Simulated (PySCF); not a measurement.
# Distorted geometries of [Pb(OH)]+

[Pb(OH)]+ (singlet). PySCF 2.14.0, RKS r2SCAN, Pb def2-SVP with ECP60, O def2-SVP, H def2-SVP; non-relativistic Hamiltonian with scalar-relativistic core potentials where named; density fitting; no spin-orbit coupling. Relaxed geometry:

```xyz
3

Pb   -0.0291    0.0000   -0.0841
O     0.0917    0.0000    1.9071
H     0.2827    0.0000    2.8570
```

**Question.** Order these distorted geometries by energy above the relaxed one, lowest first.
A.
```xyz
3

Pb   -0.1468   -0.2293   -0.1166
O     0.1430   -0.0027    2.0324
H     0.3491    0.2320    2.7640
```
B.
```xyz
3

Pb    0.0026    0.0863   -0.1370
O     0.0693   -0.0715    1.9007
H     0.2734   -0.0147    2.9162
```
C.
```xyz
3

Pb   -0.0952   -0.0952    0.0395
O     0.1514   -0.0163    1.8330
H     0.2891    0.1115    2.8074
```

**Answer.** B (0.13 eV), C (0.61 eV), A (1.53 eV).

**Question.** Which forces (eV/Å) act in the one that lies 1.53 eV up?

**Answer.** 
```
Pb    0.44   0.36   3.13
O    -4.87  -5.42 -18.66
H     4.43   5.06  15.52
```
Forces carry noise of the integration grid, about 0.01 to 0.03 eV/Å.

No frequency check is given that shows the relaxed geometry to be a minimum.
